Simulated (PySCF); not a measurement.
H₃BClFSi (SMILES FB([SiH3])Cl), singlet, at a GFN2-xTB geometry, with bond 7-4 at 1.8 times its length; PySCF with CASSCF(2,4)/STO-3G.

The PySCF input:
```python
from pyscf import gto, scf, mcscf
import numpy

mol = gto.M(
    atom='''
B    -0.07342725   -0.18027696    0.34650567
Cl    1.57609683   -0.56010244    0.02954492
F    -0.54401225   -0.69574342    1.47334974
Si   -1.21204632    0.92800063   -0.85231422
H    -2.53996219    1.17530678   -0.28497434
H    -1.41504388    0.28204551   -2.15340847
H    -0.12250402    3.28142042   -1.34163261
''',
    basis='sto-3g',
    verbose=4,
)

mf = scf.RHF(mol)
mf.kernel()
mc = mcscf.CASSCF(mf, 4, 2)
mc.fix_spin_(ss=0.0)
mc.kernel()
occ = numpy.linalg.eigvalsh(mc.fcisolver.make_rdm1(mc.ci, mc.ncas, mc.nelecas))[::-1]
ss = mc.fcisolver.spin_square(mc.ci, mc.ncas, mc.nelecas)[0]
print('natural occupations', occ.round(4), ' <S^2>', round(ss, 4))
```

What the program printed (banner, timings and long lists left out):

```
PySCF version 2.14.0

[INPUT] verbose = 4
[INPUT] num. atoms = 7
[INPUT] num. electrons = 48
[INPUT] charge = 0
[INPUT] spin (= nelec alpha-beta = 2S) = 0
[INPUT] symmetry False subgroup None
[INPUT] Mole.unit = angstrom
[INPUT] Symbol           X                Y                Z      unit          X                Y                Z       unit  Magmom
[INPUT]  1 B     -0.073427250000  -0.180276960000   0.346505670000 AA   -0.138757392580  -0.340674080969   0.654800816909 Bohr   0.0
[INPUT]  2 Cl     1.576096830000  -0.560102440000   0.029544920000 AA    2.978391354495  -1.058440213301   0.055831807172 Bohr   0.0
[INPUT]  3 F     -0.544012250000  -0.695743420000   1.473349740000 AA   -1.028034160908  -1.314764516768   2.784227494299 Bohr   0.0
[INPUT]  4 Si    -1.212046320000   0.928000630000  -0.852314220000 AA   -2.290435595087   1.753667034124  -1.610640447872 Bohr   0.0
[INPUT]  5 H     -2.539962190000   1.175306780000  -0.284974340000 AA   -4.799832905850   2.221007926544  -0.538523455129 Bohr   0.0
[INPUT]  6 H     -1.415043880000   0.282045510000  -2.153408470000 AA   -2.674045387442   0.532988768563  -4.069352242619 Bohr   0.0
[INPUT]  7 H     -0.122504020000   3.281420420000  -1.341632610000 AA   -0.231499046958   6.200985893355  -2.535318192685 Bohr   0.0

nuclear repulsion = 181.545825791349
number of shells = 19
number of NR pGTOs = 93
number of NR cGTOs = 31
basis = sto-3g
ecp = {}

******** <class 'pyscf.scf.hf.RHF'> ********
method = RHF
initial guess = minao
damping factor = 0
level_shift factor = 0
DIIS = <class 'pyscf.scf.diis.CDIIS'>
diis_start_cycle = 1
diis_space = 8
diis_damp = 0
SCF conv_tol = 1e-09
SCF conv_tol_grad = None
SCF max_cycles = 50
direct_scf = True
direct_scf_tol = 1e-13
Set gradient conv threshold to 3.16228e-05
Initial guess from minao.
init E= -863.848279086878
  HOMO = -0.213083271993202  LUMO = -0.0278465013939568  gap/eV = 5.04055
cycle= 1 E= -864.076941636428  delta_E= -0.229  |g|= 0.498  |ddm|= 2.97
  HOMO = -0.208613447330633  LUMO = 0.100326995965983  gap/eV = 8.40670
cycle= 2 E= -864.172361291775  delta_E= -0.0954  |g|= 0.226  |ddm|= 1.21
  HOMO = -0.225181590281983  LUMO = 0.119328473908088  gap/eV = 9.37460
cycle= 3 E= -864.195230932132  delta_E= -0.0229  |g|= 0.0372  |ddm|= 0.452
  HOMO = -0.222825495562673  LUMO = 0.125950225532113  gap/eV = 9.49067
cycle= 4 E= -864.196093067047  delta_E= -0.000862  |g|= 0.0109  |ddm|= 0.104
  HOMO = -0.224283390276602  LUMO = 0.126038549990697  gap/eV = 9.53275
cycle= 5 E= -864.196170698854  delta_E= -7.76e-05  |g|= 0.00175  |ddm|= 0.0292
  HOMO = -0.223718079821393  LUMO = 0.125801300395153  gap/eV = 9.51091
cycle= 6 E= -864.196173367008  delta_E= -2.67e-06  |g|= 0.00047  |ddm|= 0.00538
  HOMO = -0.223844242450098  LUMO = 0.125856305332767  gap/eV = 9.51584
cycle= 7 E= -864.196173558667  delta_E= -1.92e-07  |g|= 9.51e-05  |ddm|= 0.0014
  HOMO = -0.223851338941144  LUMO = 0.125861140963258  gap/eV = 9.51616
cycle= 8 E= -864.196173567214  delta_E= -8.55e-09  |g|= 2.04e-05  |ddm|= 0.000296
  HOMO = -0.223846456549771  LUMO = 0.125855026760401  gap/eV = 9.51586
cycle= 9 E= -864.196173567655  delta_E= -4.41e-10  |g|= 5.68e-06  |ddm|= 6.56e-05
  HOMO = -0.223847057346602  LUMO = 0.125855668337782  gap/eV = 9.51590
Extra cycle  E= -864.196173567684  delta_E= -2.86e-11  |g|= 2.76e-06  |ddm|= 1.32e-05
converged SCF energy = -864.196173567684

******** <class 'pyscf.mcscf.mc1step.CASSCF'> ********
CAS (1e+1e, 4o), ncore = 23, nvir = 4
max_cycle_macro = 50
max_cycle_micro = 4
conv_tol = 1e-07
conv_tol_grad = None
orbital rotation max_stepsize = 0.02
orbital rotation threshold for CI restart = 0.01
augmented hessian ah_max_cycle = 30
augmented hessian ah_conv_tol = 1e-12
augmented hessian ah_linear dependence = 1e-14
augmented hessian ah_level shift = 1e-08
augmented hessian ah_start_tol = 2.5
augmented hessian ah_start_cycle = 3
augmented hessian ah_grad_trust_region = 3
kf_trust_region = 3
kf_interval = 4
ci_response_space = 4
ci_grad_trust_region = 3
with_dep4 0
natorb = False
canonicalization = True
sorting_mo_energy = False
ao2mo_level = 2
internal_rotation = False
******** <class 'pyscf.fci.addons.SpinPenaltyFCISolver'> ********
max. cycles = 50
conv_tol = 1e-08
davidson only = True
linear dependence = 1e-12
level shift = 0.001
max iter space = 12
nroots = 1
pspace_size = 400
spin = None
CASCI E = -864.294125562470  S^2 = 0.0000000
Set conv_tol_grad to 0.000316228
macro iter   1 ( 18 JK    4 micro), CASSCF E = -864.298817223114  dE = -4.69166064e-03  S^2 = 0.0000000
               |grad[o]|=0.0439  |grad[c]|=0.00678  |ddm|=0.0147  |maxRot[o]|=0.152
macro iter   2 ( 21 JK    4 micro), CASSCF E = -864.298830718569  dE = -1.34954547e-05  S^2 = 0.0000000
               |grad[o]|=0.00189  |grad[c]|=0.000331  |ddm|=0.000531  |maxRot[o]|=0.283
macro iter   3 ( 21 JK    4 micro), CASSCF E = -864.298836544257  dE = -5.82568782e-06  S^2 = 0.0000000
               |grad[o]|=0.000968  |grad[c]|=0.000119  |ddm|=0.000232  |maxRot[o]|= 0.27
macro iter   4 ( 21 JK    4 micro), CASSCF E = -864.298839024110  dE = -2.47985315e-06  S^2 = 0.0000000
               |grad[o]|=0.000595  |grad[c]|=9.33e-05  |ddm|=0.000152  |maxRot[o]|=0.313
macro iter   5 ( 21 JK    4 micro), CASSCF E = -864.298844585623  dE = -5.56151349e-06  S^2 = 0.0000000
               |grad[o]|=0.00031  |grad[c]|=0.000389  |ddm|=0.000163  |maxRot[o]|=0.288
macro iter   6 ( 21 JK    4 micro), CASSCF E = -864.298850881706  dE = -6.29608280e-06  S^2 = 0.0000000
               |grad[o]|=0.000245  |grad[c]|=0.000209  |ddm|=0.000116  |maxRot[o]|=0.311
macro iter   7 ( 11 JK    2 micro), CASSCF E = -864.298852940285  dE = -2.05857850e-06  S^2 = 0.0000000
               |grad[o]|=0.000171  |grad[c]|=9.98e-05  |ddm|=0.000106  |maxRot[o]|=0.159
macro iter   8 (  6 JK    1 micro), CASSCF E = -864.298853517452  dE = -5.77166816e-07  S^2 = 0.0000000
               |grad[o]|=9.43e-05  |grad[c]|=6.19e-05  |ddm|=5.77e-05  |maxRot[o]|=0.0799
macro iter   9 (  5 JK    1 micro), CASSCF E = -864.298853731290  dE = -2.13838462e-07  S^2 = 0.0000000
               |grad[o]|=5.18e-05  |grad[c]|=3.32e-05  |ddm|=3.8e-05  |maxRot[o]|=0.0599
macro iter  10 (  1 JK    1 micro), CASSCF E = -864.298853731292  dE = -2.27373675e-12  S^2 = 0.0000000
               |grad[o]|=2.2e-05  |grad[c]|=1.27e-06  |ddm|=2.57e-06  |maxRot[o]|=    0
1-step CASSCF converged in  10 macro (146 JK  29 micro) steps
CASSCF canonicalization
Density matrix diagonal elements [1.55840050e+00 4.11774787e-01 2.97179756e-02 1.06736707e-04]
CASSCF energy = -864.298853731292
CASCI E = -864.298853731292  E(CI) = -1.02325991120563  S^2 = 0.0000000
natural occupations [1.5608 0.4392 0.     0.    ]  <S^2> 0.0
```
